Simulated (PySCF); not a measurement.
BrH5N2OSi, SMILES N[Si](N)(O)Br.

Geometry: PBE0-D3(BJ)/def2-SVP. The structure was generated by enumeration, and PubChem lists no compound with its InChIKey, so it may never have been made. One conformer was computed; it need not be the lowest.

Two levels are set side by side: PBE/def2-TZVP (PySCF) and CAM-B3LYP/def2-TZVP (PySCF). Same geometry, gas phase. Differences are taken from unrounded values.

```csv
quantity,CAM-B3LYP
orbital gap (eV),10.45
highest occupied level (eV),-9.08
lowest empty level (eV),1.37
dipole moment (D),1.38
mean polarisability (bohr³),59.5
```

What does PBE give, and how far is it from CAM-B3LYP? (The exact figures need the calculation; the answer reports its results.)


```
quantity                       PBE  PBE minus CAM-B3LYP
---------------------------  -----  -------------------
orbital gap (eV)              5.98                -4.48
highest occupied level (eV)  -6.26                 2.83
lowest empty level (eV)      -0.28                -1.65
dipole moment (D)             1.43                 0.04
mean polarisability (bohr³)   63.2                  3.7
```

Without exact exchange PBE keeps part of each electron's self-repulsion, which lifts occupied levels and narrows the gap. PBE's more diffuse valence density responds more strongly to a field. Differences between two approximate levels are no errors against the true value.

Rough cost on one machine, each run with all the roots and properties that it gave: CAM-B3LYP against PBE within a factor of 2.
